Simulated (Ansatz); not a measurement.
Correlation energies of AlH₅OSi₂, SMILES `[SiH3][Al]1[O][SiH2]1` by basis set

```xyz
9

Si   -1.9122   -0.6498   -1.0503
Al    0.1050    0.2331    0.0244
O     1.3398   -0.6000    0.9325
Si    2.0091    0.9445    1.0568
H    -3.1073    0.0746   -0.5382
H    -1.8274   -0.4276   -2.5197
H    -2.0776   -2.1047   -0.7887
H     2.1167    1.4516    2.4534
H     3.3539    1.0783    0.4299
```

The species carries charge 0 and has multiplicity 1. The structure was optimised at the PBE0-D4/def2-TZVP level. Frozen core, restricted reference, Ansatz. CBS rows extrapolate triple and quadruple zeta; past MP2 they add the triple-zeta difference.

```tsv
basis	HF (Eh)	MP2 corr.	CCSD corr.	(T)	CCSD(T) total
def2-SVP	?	-0.44032	-0.48963	-0.01483	?
def2-TZVPP	-897.64245	?	?	-0.02431	?
def2-QZVPP	-897.67124	-0.59600	–	–	–
CBS(def2)	-897.67521	?	-0.67386	as TZ	?
```

Question: Fill in the withheld values. (Best estimate.)

Answer: Computed: def2-SVP HF (Eh): -897.24760; def2-SVP CCSD(T) total: -897.75206; def2-TZVPP MP2 corr.: -0.55348; def2-TZVPP CCSD corr.: -0.59985; def2-TZVPP CCSD(T) total: -898.26661; CBS(def2) MP2 corr.: -0.62749; CBS(def2) CCSD(T) total: -898.37338.
